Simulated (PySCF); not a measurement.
A structure optimised at PBE0-D3(BJ)/def2-SVP, used in a PySCF frequency run:

```
Si
H 1 1.4888
H 1 1.4900 2 111.88
C 1 1.9702 2 115.18 3 -130.12
O 4 1.1868 1 135.01 2 63.55
O 4 1.3817 5 122.92 1 -177.97
Si 6 1.7107 4 107.13 5 -177.85
F 7 1.6181 6 109.79 4 111.91
H 7 1.4798 8 107.22 6 -120.21
```
Charge 0, spin multiplicity 1.

Problem. Write its SMILES and formula.

Solution. O=C1O[Si@H](F)[SiH2]1, CH3FO2Si2

Problem. What are its rotational constants (standard atomic weights)?

Solution. 3.8925, 1.8306, 1.4150 GHz
